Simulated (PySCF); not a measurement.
**Te: ionisation energy**

Te [Kr] 4d10 5s2 5p4 (3P) → Te⁺ [Kr] 4d10 5s2 5p3 (4S), as a difference of total energies. Calculation: PySCF 2.14, in aug-cc-pwCVTZ-PP with ECP28MDF; a scalar-relativistic core potential. Correlated levels: valence: 4s2 4p6 4d10 frozen. The calculations carry no spin-orbit coupling.

```csv
method,ionisation energy (eV),error (eV)
UHF,7.739,-1.010
MP2 (valence),8.379,-0.370
SCS-MP2 (valence),8.443,-0.306
CCSD (valence),8.506,-0.243
CCSD(T) (valence),8.540,-0.209
```

Reference: 8.749 eV (measured; NIST levels, between the centres of gravity of the two terms).

Errors of the correlated levels include the incompleteness of this basis and the frozen core.
